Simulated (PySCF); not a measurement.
# Krypton: a sound run and one with changed settings

Sound run: Kr [Kr], Kr⁺ [Ar] 3d10 4s2 4p5. Computed with PySCF 2.14 in jorge-DZP-DKH (8s6p2d1f, 43 functions), with the spin-free X2C one-electron Hamiltonian (Gaussian nucleus). In the sound run the correlated levels freeze [Ar] 3d10. The sound run starts from symmetry-adapted Hartree-Fock orbitals and uses a fine grid where one is needed.

Changed run: a valence shell is frozen. This setting is unsound on purpose.

```json
{"species": "Kr", "method": "MP2", "sound run (hartree)": "-2788.06407", "changed run (hartree)": "-2788.04415", "converged": "yes"}
{"species": "Kr", "method": "CCSD(T)", "sound run (hartree)": "-2788.07072", "changed run (hartree)": "-2788.04718", "converged": "yes"}
{"species": "Kr⁺", "method": "MP2", "sound run (hartree)": "-2787.57020", "changed run (hartree)": "-2787.54914", "converged": "yes"}
{"species": "Kr⁺", "method": "CCSD(T)", "sound run (hartree)": "-2787.57673", "changed run (hartree)": "-2787.55168", "converged": "yes"}
```

Ionisation energy of Kr:

```
 method  sound run (eV)  changed run (eV)
    UHF          13.213            13.213
    MP2          13.439            13.470
SCS-MP2          13.418            13.465
   CCSD          13.439            13.479
CCSD(T)          13.442            13.483
```

Freezing a valence shell removes pair correlation that changes on ionisation.

For comparison, NIST gives 14.000 eV between the lowest levels.
